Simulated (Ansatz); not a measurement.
Pulling on the Si3–H4 bond in H4PbSi (SMILES [SiH3][PbH]) (multiplicity 1 held, fragments rigid). Energies count from the point at 1.489 Å.
Geometry at that point (charge 0, multiplicity 1):
```json
[
 {"atom": "Pb", "x (Å)": "0.0126", "y (Å)": "0.3548", "z (Å)": "0.3307"},
 {"atom": "H", "x (Å)": "-0.4305", "y (Å)": "1.4750", "z (Å)": "-1.0801"},
 {"atom": "Si", "x (Å)": "-0.0332", "y (Å)": "-1.7270", "z (Å)": "-1.4655"},
 {"atom": "H", "x (Å)": "0.9531", "y (Å)": "-1.4987", "z (Å)": "-2.5576"},
 {"atom": "H", "x (Å)": "-1.3757", "y (Å)": "-1.8428", "z (Å)": "-2.0994"},
 {"atom": "H", "x (Å)": "0.2809", "y (Å)": "-3.0511", "z (Å)": "-0.8638"}
]
```

R- and RO- levels are restricted; in cc, def2 and unpolarised 6-31G sets they are followed outwards from rest. U- levels take the lowest unrestricted solution at each point, which mixes spins at long bonds. Active spaces are followed from a long bond inwards. Levels need not reach the same state.

Cores are frozen in the correlated methods. Filled d and f shells under p-block atoms count as core.

Run with Ansatz (Gaussian orbitals). Each number belongs to the level named beside it. In def2 rows elements past Kr take small-core potentials, without spin–orbit coupling.

Energies in kJ/mol.

```
R (Å)  U-MP2/def2-SVP  R-CCSDT(Q)/def2-SVP  SC-NEVPT2 on CASSCF(2,2)/def2-SVP  FIC-MRCISD+Q on CASSCF(2,2)/def2-SVP
-----  --------------  -------------------  ---------------------------------  ------------------------------------
1.191             125                  126                                131                                   126
1.340              25                   26                                 28                                    25
1.489               0                    0                                  0                                     0
1.638              16                   14                                 12                                    14
1.787              52                   48                                 44                                    48
2.010             122                  112                                105                                   112
2.234             213                  175                                166                                   175
2.606             298                  257                                247                                   258
2.978             326                  304                                296                                   307
3.425             336                  330                                324                                   335
4.021             340                  339                                335                                   347
4.765             341                  341                                339                                   350
```

Doubts at one or more of the structures used: a spin-contaminated determinant (U-MP2/def2-SVP); a restricted determinant that unrestricted orbitals would lower (R-CCSDT(Q)/def2-SVP); other coupled-cluster roots lie near (R-CCSDT(Q)/def2-SVP); T1 above 0.05 (R-CCSDT(Q)/def2-SVP).

Ansatz is a first-principles code.
